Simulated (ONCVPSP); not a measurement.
# How hard is this Ta (Z = 73) ONCV potential?

```
Element                 : tantalum
Generator               : ONCVPSP 4.0.1
Type                    : optimised norm-conserving Vanderbilt (ONCV)
Functional              : PBE
Relativity              : scalar-relativistic
Frozen core             : [Kr] 4d10
Valence charge          : 27
Reference configuration : 4f14 5s2 5p6 5d2 (charge +3)
Partial waves           : 5s: rc 1.90 bohr, ncon 3, nbas 7, qcut 7.6 1/bohr, 2 projectors, debl 3.3 Ha; 5p: rc 1.85 bohr, ncon 4, nbas 9, qcut 8.6 1/bohr, 2 projectors, debl 1.4 Ha; 5d: rc 1.75 bohr, ncon 3, nbas 7, qcut 6.3 1/bohr, 1 projector; 4f: rc 0.55 bohr, ncon 4, nbas 8, qcut 18.4 1/bohr, 3 projectors, debl 3.5 Ha
Local potential         : polynomial inside 0.50 bohr (lpopt 3, dvloc0 2 Ha)
Core correction         : Teter function, fcfact 4, rcfact 1.1
```

In the s channel the program set the typed energies aside and used -3.713, 0.050 Ha. In the p channel the program set the typed energies aside and used -2.468, 0.250 Ha.

Question: For each optimised wave give the share of its norm inside rc, the residual kinetic energy above qcut (Ha) and the cutoffs (Ha) for errors of 10, 1, 0.1 and 0.01 mHa per electron.

Answer:

| wave | norm inside rc | residual KE | 10 mHa | 1 mHa | 0.1 mHa | 0.01 mHa |
| --- | --- | --- | --- | --- | --- | --- |
| 5s | 0.973 | 1.3e-07 | 13.3 | 18.0 | 21.5 | 24.4 |
| s projector 2 | 0.049 | 6.6e-08 | 9.1 | 15.8 | 20.2 | 23.5 |
| 5p | 0.897 | 1.8e-08 | 8.7 | 20.2 | 25.4 | 29.4 |
| p projector 2 | 0.049 | 5.4e-08 | 7.0 | 18.1 | 24.9 | 29.5 |
| 5d | 0.511 | 3.2e-06 | 10.4 | 13.7 | 16.4 | 19.0 |
| 4f | 0.479 | 3.6e-01 | 837.3 | 954.0 | 1428.4 | not reached |
| f projector 2 | 0.015 | 1.7e-02 | 180.5 | 510.6 | 1123.0 | 1417.9 |
| f projector 3 | 0.013 | 2.4e-02 | 192.4 | 996.3 | 1161.3 | 1470.2 |

The occupied waves need 954 Ha and 1428 Ha for 1 and 0.1 mHa. Note: ghosts flagged at negative energy: s at -893.7 eV, p at -426.8 eV, d at -129.3 eV, f at -591.2 eV; GHOST(+) flagged for s at 137.6 eV. A true bound ghost makes a file unfit for plane-wave use.
